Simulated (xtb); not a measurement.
AlAs2H5O, SMILES [OH][Al]([AsH2])[AsH2]. All values are semi-empirical tight-binding results from xtb (GFN2-xTB unless named), good for trends rather than for accurate numbers. Geometry optimised at GFN2-xTB. Other conformers were not sampled.

For metal compounds this method's bond lengths and energies can be far off.

```
Quantity                                      Result
-------------------------------------  -------------
orbital gap                                  3.01 eV
zero-point energy                      25.3 kcal/mol
G − E(el) at 298.15 K (modified RRHO)   2.7 kcal/mol
```
